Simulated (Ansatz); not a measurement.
Reaction R1 → P1 + P2, each structure at its B3LYP-D3(BJ)/def2-TZVP stationary point, reached from a drawn start (curvature not checked).
R1, F3Si (SMILES F[Si](F)F) (charge 0, multiplicity 2):
```xyz
4

Si    -0.0001     0.0000    -0.4265
F      1.4831     0.0000     0.1418
F     -0.7415     1.2844     0.1423
F     -0.7415    -1.2844     0.1423
```
P1, F2Si (SMILES F[Si]F) (charge 0, multiplicity 1):
```xyz
3

Si     0.00000     0.00000    -0.68423
F      1.23906     0.00000     0.34212
F     -1.23906     0.00000     0.34212
```
P2: F atom, charge 0, multiplicity 2.

P less R. No zero-point or thermal terms; singlets are restricted closed shells; open shells are unrestricted; no spin–orbit coupling.

The values were computed with Ansatz (Gaussian basis) for Hartree–Fock, density functionals and correlated methods. Each number belongs to the level named beside it.

One of these levels gives 316.8 kJ/mol for the reaction energy. Which one is it?
A. BLYP/def2-TZVPP
B. HF/cc-pV(D+d)Z
C. SVWN5/def2-TZVPP

B, HF/cc-pV(D+d)Z. The others give 528.6 (SVWN5/def2-TZVPP), 433.4 (BLYP/def2-TZVPP)

Ansatz is an electronic-structure program.
